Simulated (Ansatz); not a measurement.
Consider the ligand exchange at the Sb–C bond: `C[CH2][SbH][SiH3]` + H–F → `[F][SbH][SiH3]` + ethane.

Program: Ansatz. Geometries: PBE0-D4/def2-TZVP. ΔE: electronic, gas phase. CBS: MP2 limit from def2 TZ/QZ plus the TZ coupled-cluster correction, frozen cores. This one scheme is used for every species. Elements past krypton have def2 core potentials. For Sb outer-core shells are correlated without core-valence functions, which leaves a few kJ/mol of doubt a bond. One conformer a species, not always the lowest.

| species | CCSD(T)/CBS(def2) energy (Eh) |
| --- | --- |
| `C[CH2][SbH][SiH3]` | -610.60798 |
| H–F | -100.39570 |
| `[F][SbH][SiH3]` | -631.30007 |
| `CC` | -79.71954 |

(1) Work out ΔE.

Largest T1 diagnostic among the species: 0.014.

Answers

(1) ΔE = (-631.30007) + (-79.71954) − (-610.60798) − (-100.39570) = -0.01593 Eh = -0.43 eV.

From PBE to PBE0 (25 % exact exchange), in def2-TZVPP and without D4, ΔE moves by +0.08 eV. At CCSD(T), def2-SVP lies −0.04 eV from the extrapolated value and def2-TZVPP +0.06 eV.
